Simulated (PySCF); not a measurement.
# Continuum solvent and chemical shifts

Geometry:
```json
{"atom": "C1", "x (Å)": "4.191", "y (Å)": "-0.381", "z (Å)": "-0.693"}
{"atom": "C2", "x (Å)": "3.236", "y (Å)": "0.205", "z (Å)": "0.030"}
{"atom": "C3", "x (Å)": "2.066", "y (Å)": "0.958", "z (Å)": "-0.520"}
{"atom": "C4", "x (Å)": "0.717", "y (Å)": "0.360", "z (Å)": "-0.120"}
{"atom": "C5", "x (Å)": "0.528", "y (Å)": "-1.078", "z (Å)": "-0.626"}
{"atom": "O6", "x (Å)": "-0.827", "y (Å)": "-1.444", "z (Å)": "-0.509"}
{"atom": "Si7", "x (Å)": "-1.877", "y (Å)": "-0.121", "z (Å)": "-0.507"}
{"atom": "N8", "x (Å)": "-2.871", "y (Å)": "0.055", "z (Å)": "0.882"}
{"atom": "C9", "x (Å)": "-4.174", "y (Å)": "-0.533", "z (Å)": "1.074"}
{"atom": "C10", "x (Å)": "-0.498", "y (Å)": "1.159", "z (Å)": "-0.616"}
{"atom": "H11", "x (Å)": "4.183", "y (Å)": "-0.340", "z (Å)": "-1.787"}
{"atom": "H12", "x (Å)": "5.018", "y (Å)": "-0.919", "z (Å)": "-0.222"}
{"atom": "H13", "x (Å)": "3.286", "y (Å)": "0.135", "z (Å)": "1.126"}
{"atom": "H14", "x (Å)": "2.102", "y (Å)": "2.002", "z (Å)": "-0.157"}
{"atom": "H15", "x (Å)": "2.132", "y (Å)": "1.007", "z (Å)": "-1.621"}
{"atom": "H16", "x (Å)": "0.671", "y (Å)": "0.323", "z (Å)": "0.985"}
{"atom": "H17", "x (Å)": "0.853", "y (Å)": "-1.140", "z (Å)": "-1.685"}
{"atom": "H18", "x (Å)": "1.151", "y (Å)": "-1.788", "z (Å)": "-0.058"}
{"atom": "H19", "x (Å)": "-2.817", "y (Å)": "-0.234", "z (Å)": "-1.657"}
{"atom": "H20", "x (Å)": "-2.422", "y (Å)": "0.341", "z (Å)": "1.746"}
{"atom": "H21", "x (Å)": "-4.864", "y (Å)": "0.160", "z (Å)": "1.587"}
{"atom": "H22", "x (Å)": "-4.155", "y (Å)": "-1.476", "z (Å)": "1.653"}
{"atom": "H23", "x (Å)": "-4.624", "y (Å)": "-0.765", "z (Å)": "0.096"}
{"atom": "H24", "x (Å)": "-0.355", "y (Å)": "1.449", "z (Å)": "-1.673"}
{"atom": "H25", "x (Å)": "-0.669", "y (Å)": "2.083", "z (Å)": "-0.044"}
```

GIAO PBE0/pcSseg-1 in PySCF 2.14.0 with density-fitted response routines on one PBE0-D3(BJ)/def2-SVP conformer, non-relativistic, equivalent nuclei averaged. Solvents enter as an IEF-PCM continuum (tetrahydrofuran with ε = 7.4, acetonitrile with ε = 35.7) around the gas-phase geometry. Shifts are referred to TMS computed in the same medium.

Gas phase, δ in ppm: C2 147.1, C1 123.2, C5 73.9, C3 44.6, C4 40.5, C9 31.7, C10 18.2, Si7 5.6, H13 5.93, H11 5.29, H12 5.22, H19 4.69, H18 4.00, H17 2.97. Dipole moment 1.75 D.

Task: How does each δ change in the continuum?

Result: 
| atoms | environment | Δδ, tetrahydrofuran | Δδ, acetonitrile |
| --- | --- | --- | --- |
| C2 | alkene CH | +2.6 | +3.2 |
| C1 | terminal =CH2 carbon | +0.1 | +0.1 |
| C5 | sp3 CH2 bonded to O | +0.7 | +0.9 |
| C3 | allylic sp3 CH2 | +0.2 | +0.2 |
| C4 | sp3 CH in a ring | 0.0 | 0.0 |
| C9 | methyl carbon bonded to N | +0.4 | +0.5 |
| C10 | sp3 CH2 bonded to Si | +0.2 | +0.3 |
| Si7 | silicon bonded to C, N, O, H, in a 5-membered ring | +0.8 | +1.0 |
| H13 | hydrogen on an alkene CH | +0.16 | +0.21 |
| H11 | hydrogen on a terminal =CH2 carbon | +0.06 | +0.07 |
| H12 | hydrogen on a terminal =CH2 carbon | +0.05 | +0.06 |
| H19 | hydrogen on a silicon bonded to C, N, O, in a 5-membered ring | -0.07 | -0.09 |
| H18 | hydrogen on an sp3 CH2 bonded to O | -0.04 | -0.05 |
| H17 | hydrogen on an sp3 CH2 bonded to O | +0.05 | +0.07 |

Changes are relative to the gas phase. The dipole moment becomes 2.24 D in tetrahydrofuran, 2.36 D in acetonitrile.

Task: Which of the listed nuclei move most (in ppm), and what does the model miss? (N and O are left out, as their reference compounds move with the solvent too.)

Result: C2 (alkene CH, +3.2 ppm) in acetonitrile. A continuum only polarises the solute; specific hydrogen bonds, the anisotropy of aromatic solvents and changes of geometry or conformer are outside it.
